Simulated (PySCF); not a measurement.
**Relaxation of quartet WF₃**

Computed with UPBE0 in PySCF with W def2-TZVP with ECP60, F def2-TZVP; scalar-relativistic core potentials, no spin–orbit coupling; density-fitted integrals. A (50,194) grid was used.

A hand-made trigonal planar start, of D3h symmetry, held to at least that symmetry:

Coordinates in bohr (charge 0 multiplicity 4):
```
W     0.0000    0.0000    0.0000
F     3.7983    0.0000    0.0000
F    -1.8992    3.2895    0.0000
F    -1.8992   -3.2895    0.0000
```

**Question.** What does it relax to?

**Answer.** It ends at D3h with W–F 1.866 Å (×3); F–W–F 120.0° (×3). A frequency run shows a minimum. Other isomers or separated fragments may lie lower.

**Question.** How much energy is released, and in how many steps?

**Answer.** 79.2 kJ/mol in 4 steps.

Other spin states or occupations of the open shell can lie lower. No spin–orbit coupling is included, which matters more the heavier the element.

The relaxation took 33 s on 4 threads of a shared Arm Neoverse V1 host, with 133 basis functions and 5 gradients; the process peaked at 0.77 GiB. Launch command: `OMP_NUM_THREADS=4 python axn.py task.json out`.
